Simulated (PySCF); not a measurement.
This PySCF input asks for the NMR shieldings of `C(C)O[Si@H](O)[AsH2]`, C2H9AsO2Si; the geometry comes from PBE0-D3(BJ)/def2-SVP.

```python
import basis_set_exchange as bse
import numpy as np
from pyscf import gto, dft
from pyscf.prop import nmr

atoms = """
C    -1.825993    0.525966    0.433434
C    -1.006659    0.188889   -0.794208
O    -0.094835   -0.859875   -0.553292
Si    1.392265   -0.706664    0.167143
O     1.295818   -0.291932    1.779038
As    2.565653    1.098273   -0.798334
H    -2.566783    1.307068    0.202905
H    -1.179756    0.889879    1.246545
H    -2.363693   -0.364826    0.792447
H    -0.473121    1.091916   -1.150871
H    -1.663143   -0.135638   -1.618318
H     2.013919   -2.048511   -0.001938
H     0.884825   -0.942261    2.358131
H     3.864293    0.644441   -0.140288
H     2.843250    0.285242   -2.059545
"""
names = dict.fromkeys(["C", "O", "Si", "As", "H"], "pcSseg-1")
basis = {el: gto.basis.parse(bse.get_basis(n, elements=[el], fmt="nwchem")) for el, n in names.items()}
mol = gto.M(atom=atoms, basis=basis, charge=0, verbose=0)
mf = dft.RKS(mol, xc="PBE0")
mf.grids.level = 2
mf.grids.alignment = dft.numint.BLKSIZE   # the property module wants whole blocks of grid points
mf.conv_tol = 1e-9
mf.kernel()

calc = nmr.RKS(mf)   # GIAO
C = mf.mo_coeff
Co = C[:, mf.mo_occ > 0]
resp = mf.gen_response(singlet=True, hermi=2)
def vind(x):   # induced exchange potential for any number of trial vectors
    d = np.einsum("pi,xij,qj->xpq", C, 2 * x.reshape(-1, C.shape[1], Co.shape[1]), Co, optimize=True)
    return np.einsum("xpq,pi,qj->xij", resp(d - d.transpose(0, 2, 1)), C, Co, optimize=True).ravel()
mo1, _ = nmr.rhf.solve_mo1(calc, with_cphf=vind)
sigma = calc.kernel(mo1)
for i, s in enumerate(sigma):   # ppm
    print("%2d %-2s %9.2f" % (i, mol.atom_pure_symbol(i), np.trace(s) / 3))
```

Problem. Give the expected output.

Solution. 
```
 0 C     163.11
 1 C     121.89
 2 O     235.74
 3 Si    345.86
 4 O     255.18
 5 As   1942.69
 6 H      30.30
 7 H      29.65
 8 H      29.84
 9 H      27.31
10 H      27.47
11 H      25.57
12 H      29.28
13 H      29.49
14 H      29.64
```

These numbers come from an equivalent density-fitted implementation of the same equations, which agrees with the script to about 0.01 ppm for H and up to a few tenths of a ppm for heavy atoms, so last digits may differ.

Problem. Turn these shieldings into chemical shifts. Scale: 13C (184.41 ppm) and 29Si (351.99 ppm) and 1H (31.27 ppm) against TMS; 17O (334.56 ppm) vs H2O; AsH3 for 75As (1910.42 ppm) (reference shieldings calculated alike).

Solution. Averaging equivalent atoms: C 1: 62.5; C 0: 21.3; O 2: 98.8; O 4: 79.4; Si 3: 6.1; As 5: -32; H 11: 5.70; H 9: 3.96; H 10: 3.80; H 12: 1.99; H 13/14: 1.70; H 6/7/8: 1.34 ppm. Experimental scales use liquid or dissolved standards, which lie at an offset from isolated H2O (liquid H2O: subtract about 36 ppm).

Relativistic effects, spin–orbit coupling among them, are left out; they matter for As and for the light atoms bonded to it.

Size and cost of the density-fitted run: 178 basis functions, 24 s wall time on 1 thread of an x86-64 server CPU, shared host.
